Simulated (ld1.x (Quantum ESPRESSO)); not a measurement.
## What one change does to a pseudopotential (V (Z = 23), RRKJ)

ld1.x (Quantum ESPRESSO) 7.5 input, shortened:

```
&input
   title='V', zed=23., rel=2, dft='PZ', iswitch=3,
   config='[Ar] 3d4 4s1 4p0', rel_dist='average'
 /
 &inputp
   pseudotype=2, tm=.false., rho0=0.01, lloc=0,
   nlcc=.false.
 /
3
3P  2  1   6.00   0.00  1.35  1.35  0.0
3D  3  2   4.00   0.00  2.10  2.10  0.0
4S  1  0   1.00   0.00  2.55  2.55  0.0
 &test
   configts(1)='3p6 3d4 4s1 4p0'
 /
```

Open shells are filled in proportion to 2j + 1 (rel_dist='average').

Change: all radii scaled by about 0.96 (s 2.46, p 1.30, d 2.02 bohr).

Cutoffs: the cutoffs (Ry, on a coarse ladder) from which the occupation-weighted sum of valence levels, in a spherical-Bessel basis at the reference potential, stays within 10 and 1 mRy of its value at 400 Ry; they do not see the model core or the augmentation charge, which bear on the density cutoff. Errors are all-electron minus pseudo energies relative to the spin-unpolarised reference configuration.

**Question.** How do hardness, ghosts and transferability respond?

**Answer.** The potential gets neither clearly harder nor softer (45 Ry and 80 Ry → 45 Ry and 90 Ry); of the 7 tests that both files solve, the error grows in 3 and shrinks in 1 by more than 15 % and 0.3 meV (median size 41.8 → 79.9 meV); neither file shows a bound ghost at the reference potential, the only one tested.

```csv
quantity,base,changed
"cutoff, loose",45 Ry,45 Ry
"cutoff, tight",80 Ry,90 Ry
bound ghosts,none,none
"error for 3p6 3d3 4s2 4p0, meV [ΔE -0.54 eV]",-37,-46
"error for 3p6 3d3 4s1 4p0, meV [ΔE 7.40 eV]",-42,-48
"error for 3p6 3d3 4s0 4p0, meV [ΔE 21.95 eV]",-76,-80
"error for 3p6 3d1 4s0 4p0, meV [ΔE 97.23 eV]",+979,+758
"error for 3p6 3d2 4s2 4p1, meV [ΔE 5.37 eV]",-880,-934
"error for 3p6 3d2 4s0 4p0, meV [ΔE 51.10 eV]",-23,-81
"error for 3p6 3d4 4s0 4p0, meV [ΔE 6.84 eV]",-1.2,-2.4
```

Base: These tests converged, but a pseudo level misses the all-electron one widely, so the file describes the atom poorly there or has found another state: 3p6 3d1 4s0 4p0: empty 4p by 4.6 eV (a node warning on the way); 3p6 3d2 4s0 4p0: empty 4p by 2.8 eV. Changed file: These tests converged, but a pseudo level misses the all-electron one widely, so the file describes the atom poorly there or has found another state: 3p6 3d1 4s0 4p0: empty 4p by 4.6 eV (a node warning on the way); 3p6 3d2 4s0 4p0: empty 4p by 2.8 eV.
